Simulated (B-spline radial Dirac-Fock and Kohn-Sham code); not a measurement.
# N 2p1/2: cross section and angular parameters

System: the free nitrogen atom, [He] 2s2 2p3; threshold 10.61 eV (orbital energy of the model). These are calculated numbers from an atomic code on a B-spline grid; the model is Dirac-Hartree-Slater photoionisation with a Latter tail; cross sections with all multipoles, angular parameters from the dipole term and its interference with E2.

Input of the calculation (task.json; shells as n, l, electrons):

```json
{"items": [{
  "Z": 7,
  "q": 0,
  "cfg": [[1, 0, 2], [2, 0, 2], [2, 1, 3]],
  "A": 14,
  "rrms": 2.5582,
  "do": "xps",
  "hv": [51.0, 52.6, 60, 66.5, 150, 200, 251.0, 269.0, 402.0, 589.0, 623.0, 810.0, 888.0, 941.0, 1190.0, 1253.6, 1290.0, 1486.9, 2000, 2160.0, 3550.0, 4360.0, 4680.0, 5414.7, 6540.0, 8010.0, 8590.0, 9860.0, 11100.0, 12000],
  "edges": {"K": 409.9}
}]}
```

Command: `python xray2_run.py task.json out`

```tsv
hν (eV)	σ (kb)	β	γ	δ
51	871	1.478	0.049	0.007
52.6	816	1.483	0.052	0.007
60	611	1.499	0.062	0.007
66.5	479	1.507	0.071	0.008
150	53.6	1.399	0.172	0.013
200	22.7	1.291	0.208	0.017
251	11.3	1.191	0.233	0.022
269	9.07	1.159	0.240	0.023
402	2.56	0.965	0.284	0.035
589	0.723	0.780	0.329	0.051
623	0.598	0.754	0.335	0.053
810	0.242	0.640	0.360	0.068
888	0.176	0.604	0.369	0.074
941	0.143	0.582	0.376	0.077
1190	0.0622	0.501	0.406	0.094
1253.6	0.0516	0.484	0.414	0.098
1290	0.0465	0.475	0.418	0.100
1486.9	0.0277	0.431	0.442	0.111
2000	0.00916	0.340	0.498	0.139
2160	0.00682	0.317	0.512	0.147
3550	0.000977	0.187	0.579	0.205
4360	0.000433	0.151	0.612	0.233
4680	0.000327	0.141	0.627	0.243
5414.7	0.000183	0.122	0.659	0.264
6540	?	?	?	?
8010	3.76e-05	0.080	0.765	0.331
8590	2.83e-05	0.074	0.786	0.345
9860	1.61e-05	0.064	0.829	0.372
11100	9.92e-06	0.056	0.870	0.397
12000	7.20e-06	0.051	0.898	0.414
```

Problem. Give the values at 6540 eV.

Solution. σ = 8.55e-05 kb, β = 0.101, γ = 0.708, δ = 0.295.
